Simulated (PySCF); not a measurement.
**Two-component Hartree-Fock for Br³⁺ (bromine, charge +3)**

Start: [Ar] 3d10 4s2 4p2; 4p1/2 filled at m_j = -1/2, +1/2. Calculated with PySCF 2.14 in x2c-TZVPPall-2c (6s7p4d1f, 54 functions): generalised Hartree-Fock with the X2C-1e Hamiltonian and a Gaussian nucleus; one run each with spin-orbit coupling (SO) switched off, then screened by Boettger's factors.

```
spinor shell  electrons  ε, spin-free (eV)  ε, screened SO (eV)  weight of nominal j (screened SO)  rms radius, screened SO (bohr)
       1s1/2          2           -13596.7             -13596.2                              1.000                          0.0492
       2s1/2          2            -1864.6              -1864.4                              1.000                           0.205
       2p1/2          2            -1643.8              -1676.4                              1.000                           0.180
       3s1/2          2            -315.74              -315.63                              1.000                           0.587
       3p1/2          2            -243.48              -248.58                              0.995                           0.600
       3p3/2          4            -243.48              -240.91                              0.998                           0.611
       3d3/2          4            -124.03              -124.71                              0.972                           0.646
       3d5/2          6            -124.03              -123.42                              0.981                           0.647
       4s1/2          2            -59.940              -59.903                              0.999                            1.68
       4p1/2          2            -46.565              -46.669                              0.618                            1.88
```

Task: Where does 2p3/2 lie, and what is the 2p spin-orbit splitting (screened SO)?

Result: At -1628.1 eV, 48.328 eV above 2p1/2.

```json
{"quantity": "E (hartree)", "spin-free": "-2601.92791", "screened SO": "-2602.07820"}
{"quantity": "M_J", "spin-free": "0", "screened SO": "0"}
{"quantity": "⟨J²⟩", "spin-free": "2.007", "screened SO": "1.434"}
{"quantity": "⟨L²⟩", "spin-free": "2.005", "screened SO": "1.990"}
{"quantity": "⟨S²⟩", "spin-free": "2.002", "screened SO": "1.958"}
```

The determinant has a definite M_J but mixes levels of different J.

Each row is a mean over spinors that exchange with the open shell spreads, by up to 6.384 eV (4s1/2).

Rows whose weight is well below 1 are mixtures of j = l ± 1/2: exchange outweighs spin-orbit coupling there, and the label is only the starting occupation.

Without spin-orbit coupling the j labels of p, d and f shells carry no meaning; the spin-free column gives the mean over the occupied spinors of each nl shell.
